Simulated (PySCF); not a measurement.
Basis and Hamiltonian dependence of the ionisation energy of Sn

Sn [Kr] 4d10 5s2 5p2 (3P) → Sn⁺ [Kr] 4d10 5s2 5p1 (2P). Calculated with PySCF 2.14 from differences of total energies of unrestricted determinants, without spin-orbit coupling. Values in eV.

```json
{"basis": "def2-SVP with the def2 core potential (28 electrons)", "Hamiltonian": "ECP", "functions": "26", "UHF": "6.853", "LDA": "n/a", "PBE0": "7.311", "MP2 (valence)": "7.058", "CCSD(T) (valence)": "7.085", "CCSD(T) (valence and next inner shell)": "n/a"}
{"basis": "def2-TZVP with the def2 core potential (28 electrons)", "Hamiltonian": "ECP", "functions": "50", "UHF": "6.854", "LDA": "7.409", "PBE0": "7.305", "MP2 (valence)": "7.147", "CCSD(T) (valence)": "7.203", "CCSD(T) (valence and next inner shell)": "n/a"}
{"basis": "def2-TZVPPD with the def2 core potential (28 electrons)", "Hamiltonian": "ECP", "functions": "56", "UHF": "6.851", "LDA": "7.410", "PBE0": "7.304", "MP2 (valence)": "7.144", "CCSD(T) (valence)": "7.200", "CCSD(T) (valence and next inner shell)": "7.251"}
{"basis": "x2c-TZVPall", "Hamiltonian": "spin-free X2C", "functions": "60", "UHF": "6.859", "LDA": "n/a", "PBE0": "7.309", "MP2 (valence)": "7.143", "CCSD(T) (valence)": "n/a", "CCSD(T) (valence and next inner shell)": "n/a"}
{"basis": "aug-cc-pVTZ-PP with one added diffuse shell each of d, f type with ECP28MDF", "Hamiltonian": "ECP", "functions": "67", "UHF": "6.851", "LDA": "7.412", "PBE0": "7.306", "MP2 (valence)": "7.158", "CCSD(T) (valence)": "7.215", "CCSD(T) (valence and next inner shell)": "n/a"}
{"basis": "ANO-RCC-VTZP", "Hamiltonian": "spin-free X2C", "functions": "68", "UHF": "6.863", "LDA": "7.447", "PBE0": "7.333", "MP2 (valence)": "7.142", "CCSD(T) (valence)": "7.193", "CCSD(T) (valence and next inner shell)": "7.249"}
{"basis": "aug-cc-pVTZ-DK3", "Hamiltonian": "spin-free X2C", "functions": "68", "UHF": "6.851", "LDA": "7.420", "PBE0": "7.310", "MP2 (valence)": "7.156", "CCSD(T) (valence)": "7.212", "CCSD(T) (valence and next inner shell)": "n/a"}
{"basis": "x2c-TZVPPall with one added diffuse shell each of s, p, d, f type", "Hamiltonian": "spin-free X2C", "functions": "76", "UHF": "6.862", "LDA": "7.432", "PBE0": "7.316", "MP2 (valence)": "7.156", "CCSD(T) (valence)": "7.212", "CCSD(T) (valence and next inner shell)": "7.264"}
{"basis": "aug-cc-pVQZ-DK3", "Hamiltonian": "spin-free X2C", "functions": "102", "UHF": "6.850", "LDA": "7.421", "PBE0": "7.312", "MP2 (valence)": "7.180", "CCSD(T) (valence)": "7.231", "CCSD(T) (valence and next inner shell)": "n/a"}
{"basis": "aug-cc-pwCVTZ-DK3", "Hamiltonian": "spin-free X2C", "functions": "109", "UHF": "6.848", "LDA": "7.422", "PBE0": "7.313", "MP2 (valence)": "7.157", "CCSD(T) (valence)": "7.214", "CCSD(T) (valence and next inner shell)": "n/a"}
{"basis": "x2c-QZVPPall", "Hamiltonian": "spin-free X2C", "functions": "112", "UHF": "6.850", "LDA": "7.423", "PBE0": "7.313", "MP2 (valence)": "7.174", "CCSD(T) (valence)": "7.227", "CCSD(T) (valence and next inner shell)": "n/a"}
{"basis": "aug-cc-pVQZ-PP with one added diffuse shell each of s, p, d, f, g type with ECP28MDF", "Hamiltonian": "ECP", "functions": "117", "UHF": "6.849", "LDA": "7.414", "PBE0": "7.307", "MP2 (valence)": "7.183", "CCSD(T) (valence)": "n/a", "CCSD(T) (valence and next inner shell)": "n/a"}
{"basis": "aug-cc-pwCVTZ-DK3 with one added diffuse shell each of s, p, d, f type", "Hamiltonian": "spin-free X2C", "functions": "125", "UHF": "6.848", "LDA": "7.422", "PBE0": "7.313", "MP2 (valence)": "7.157", "CCSD(T) (valence)": "n/a", "CCSD(T) (valence and next inner shell)": "n/a"}
{"basis": "x2c-QZVPPall with one added diffuse shell each of s, p, d, f type", "Hamiltonian": "spin-free X2C", "functions": "128", "UHF": "6.849", "LDA": "7.423", "PBE0": "7.314", "MP2 (valence)": "7.175", "CCSD(T) (valence)": "n/a", "CCSD(T) (valence and next inner shell)": "n/a"}
```

Extrapolation of CCSD(T) (valence) from aug-cc-pVTZ-DK3 and aug-cc-pVQZ-DK3: the correlation parts are 0.361 and 0.381 eV; with the X⁻³ form and unrounded values, (4³ × 0.381 − 3³ × 0.361)/(4³ − 3³) = 0.396 eV, and adding the Hartree-Fock value 6.850 eV of the larger basis gives 7.246 eV.

Frozen in the all-electron rows: valence: [Kr] 4d10; valence and next inner shell: [Ar] 3d10; with a core potential, the same shells as far as they lie outside it.

Reference for a calculation without spin-orbit coupling: 7.389 eV (measured, between term centres; NIST).
